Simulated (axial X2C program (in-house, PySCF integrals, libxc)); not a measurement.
## Low determinants of HfO at the PBE0 level, with spin–orbit coupling

Calculated with an axial X2C code built on PySCF integrals. Two-component (2c) means X2C with spin–orbit coupling and atomic mean-field two-electron Coulomb and Gaunt terms. Basis: Hf dyall-cv3z [13s14p9d7f4g], O dyall-av3z [7s6p3d2f] (cores contracted in-house); Gaussian nuclei, density fitting, unrestricted open shells. Masses: Hf 179.947 u, O 15.995 u.

Search at 1.715 Å (vertical energies from the lowest determinant):

```
ΔE (eV)  state  electrons beyond evenly filled partner blocks  electrons in ±ω = 1/2, 3/2, 5/2, 7/2
   0.00  Ω = 0                                           none                             48 22 8 2
   0.89  Ω = 1                              ω = -1/2, ω = 3/2                             47 23 8 2
   1.20  Ω = 3                               ω = 1/2, ω = 5/2                             47 22 9 2
   1.48  Ω = 2                               ω = 1/2, ω = 3/2                             47 23 8 2
   1.82  Ω = 2                              ω = -1/2, ω = 5/2                             47 22 9 2
   2.40  Ω = 1                                    2 × ω = 1/2                             48 22 8 2
   3.37  Ω = 1                              ω = -3/2, ω = 5/2                             46 23 9 2
```

Lowest determinant, Ω = 0 (closed shell): Re = 1.711 Å, ωe = 1010.7 cm⁻¹.

The determinant in row 2 of the search, Ω = 1 (⟨Sz⟩ = -1.00, ⟨Lz⟩ = 2.00 at PBE0), was followed along the bond at PBE0; measured from the minimum of the lowest determinant it gives:

Te = 0.885 eV (7138 cm⁻¹), Re = 1.731 Å, ωe = 954.6 cm⁻¹.

Task: Compare the bond of the determinant in row 2 with that of the lowest one.

Result: At PBE0 its Re is 0.020 Å longer and its force constant, which goes as ωe², is 0.89 times that of the lowest determinant. T0 ≈ Te + Δωe/2 = 7138 + (-28) = 7110 cm⁻¹.

The search compares states at one distance, so a state with another bond length can lie lower; it is not exhaustive and yields mostly the lowest determinant of each block pattern, so other components and higher states of one pattern are missing. These are energies of single determinants, not of spin-adapted states; PBE0 term energies can be off by some tenths of an eV, and the functional has no current term. Open-shell Ω = 0 determinants with evenly filled partner blocks cannot be reached by this program, so the Ω shown need not be the lowest component.
